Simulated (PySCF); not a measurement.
A calculated (M06-2X, PySCF 2.14, aug-cc-pVQZ-DK, scalar relativity by spin-free X2C-1e) atom or ion has these occupied shells.

```csv
shell,electrons,orbital energy (eV),"rms radius, mean of both spins (bohr)"
1s β,1,-7081.2,0.0675
1s α,1,-7081.2,0.0675
2s α,1,-848.55,0.289
2s β,1,-845.87,0.289
2p α,3,-724.67,0.260
2p β,3,-722.38,0.260
3s α,1,-106.02,0.874
3s β,1,-100.73,0.874
3p α,3,-70.533,0.935
3p β,3,-63.872,0.935
3d α,5,-13.931,1.26
3d β,1,-9.572,1.26
4s α,1,-6.368,3.38
4s β,1,-6.231,3.38
```

(1) Name the element and its charge.

Results:

(1) Fe (iron, neutral), in [Ar] 3d6 4s2, high-spin 5D determinant.
